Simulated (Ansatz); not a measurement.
Job for Ansatz (a program for electronic structure): U-wB97X-V/cc-pV(T+d)Z on FHSi (SMILES F[SiH]), a point of a bond scan (R = 1.944 Å). Files ending in .json are basis or fitting sets from the Basis Set Exchange.

Ansatz 0.2 input:
```yaml
crystal:
  periodic: [false, false, false]
  atoms:
    - {symbol: Si, position_ang: [-0.20727404, -0.34538525, 0.44957300]}
    - {symbol: H, position_ang: [-1.00310898, -1.19489806, -0.55576776]}
    - {symbol: F, position_ang: [0.56211422, 0.87311593, -0.85501517]}
basis:
  gaussian:
    orbitals: cc-pV_T+d_Z.json
hamiltonian:
  xc: {name: wB97X-V}
magnetization: {spin_polarized: true, initial_magnetization: 0}
```

Program output:

```
WARN ansatz: RAYON_NUM_THREADS=1 ignored (pool sized by the plan → 1); use --threads N
Functional definition: wB97X-V
integrals: 0.02 GiB planned
523 factors; their error is unknown
integrals: 0.06 GiB planned
100 factors; integrals over basis functions are off by at most 4.0e-5 eV
mean field: 0.31 GiB planned
mean field evaluation 1: about -10606.0945 eV, gradient 2.7e1 eV
mean field evaluation 2: about -10602.7746 eV, gradient 4.6e1 eV
mean field evaluation 4: about -10608.6936 eV, gradient 3.9e-1 eV
mean field evaluation 8: about -10608.7296 eV, gradient 8.4e-2 eV
mean field evaluation 16: about -10608.7297 eV, gradient 6.3e-5 eV
mean field -10608.72967755 eV, -389.8636247948 hartree, gradient 3.9e-6 eV, S^2 0.000000; 1 other end points of the search recorded, 0 dependent functions left out
reference -10608.72967630 eV, -389.8636247486 hartree; 12, 12 occupied and 71, 71 virtual orbitals, 523 factors
Total energy: -10608.72967630 eV, -389.8636247486 hartree
```

Self-consistency was reached.

Cost: about 8 core-seconds (a rough figure).
